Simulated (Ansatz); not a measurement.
Geometry optimisation, RKS B3LYP/def2-SVP (Ansatz 0.2.0).

Input file:

```yaml
crystal:
  periodic: [false, false, false]
  atoms:
    - { symbol: C, position_ang: [-1.547, -1.3339, 0.4927] }
    - { symbol: Sn, position_ang: [0.4829, -1.5539, 0.0459] }
    - { symbol: Si, position_ang: [1.6281, 0.6732, 0.1113] }
    - { symbol: O, position_ang: [0.992, 1.7846, -1.0104] }
    - { symbol: C, position_ang: [-0.3726, 2.2701, -0.865] }
    - { symbol: O, position_ang: [-1.0684, 2.0126, 0.1655] }
    - { symbol: H, position_ang: [-2.0385, -0.6786, -0.3149] }
    - { symbol: H, position_ang: [-2.0514, -2.2636, 0.5233] }
    - { symbol: H, position_ang: [-1.7025, -0.7533, 1.4974] }
    - { symbol: H, position_ang: [0.664, -2.2458, -1.5262] }
    - { symbol: H, position_ang: [1.1865, -2.6219, 1.2563] }
    - { symbol: H, position_ang: [3.0902, 0.4844, -0.2254] }
    - { symbol: H, position_ang: [1.5346, 1.2569, 1.4676] }
    - { symbol: H, position_ang: [-0.8109, 2.9399, -1.5894] }
basis:
  gaussian: { orbitals: def2-SVP }
hamiltonian:
  xc: b3lyp
relax:
  f_tol: 0.015
  max_steps: 40
```

Launched with:

```bash
$ ansatz run input.yaml --threads 2 --pin off --max-ram 3072MiB --backend cpu --events-out ev --progress --plain --runs-dir out
```

Task: Where does it end, and by what steps?

Result: The forces met the threshold. After 23 steps the energy has fallen by 0.939 eV; O6 moved furthest, 1.06 Å.

| step | energy less start (eV) | largest force component (eV/Å) | accepted |
| --- | --- | --- | --- |
| 0 | 0.0000 | 5.423 | yes |
| 1 | -0.4098 | 3.856 | yes |
| 2 | -0.7081 | 2.160 | yes |
| 3 | -0.8823 | 0.420 | yes |
| 4 | -0.8978 | 0.277 | yes |
| 5 | -0.9044 | 0.230 | yes |
| 6 | -0.9081 | 0.116 | yes |
| 7 | -0.9131 | 0.126 | yes |
| 8 | -0.9064 | 0.857 | no |
| 9 | -0.9178 | 0.056 | yes |
| 10 | -0.9208 | 0.305 | yes |
| 11 | -0.9217 | 0.503 | yes |
| 12 | -0.9225 | 0.675 | yes |
| 13 | -0.9283 | 0.363 | yes |
| 14 | -0.9330 | 0.100 | yes |
| 15 | -0.9350 | 0.038 | yes |
| 16 | -0.9366 | 0.189 | yes |
| 17 | -0.9374 | 0.172 | yes |
| 18 | -0.9382 | 0.055 | yes |
| 19 | -0.9383 | 0.052 | yes |
| 20 | -0.9386 | 0.043 | yes |
| 21 | -0.9385 | 0.088 | no |
| 22 | -0.9388 | 0.018 | yes |
| 23 | -0.9388 | 0.010 | yes |

```xyz
14
Properties=species:S:1:pos:R:3
C -1.628 -1.459 0.866
Sn 0.337 -1.460 -0.054
Si 1.565 0.798 0.334
O 1.147 1.990 -0.865
C -0.114 2.199 -1.230
O -1.068 1.595 -0.806
H -2.156 -0.555 0.533
H -2.186 -2.355 0.558
H -1.530 -1.450 1.961
H 0.217 -1.736 -1.752
H 1.307 -2.729 0.613
H 3.045 0.732 0.195
H 1.236 1.393 1.663
H -0.183 3.008 -1.989
```

Whether the end is a true minimum wasn't checked by a vibrational analysis.

The run took 2.5 min on 2 threads of Arm Neoverse V1, with other jobs on the host, peak memory 0.43 GiB.
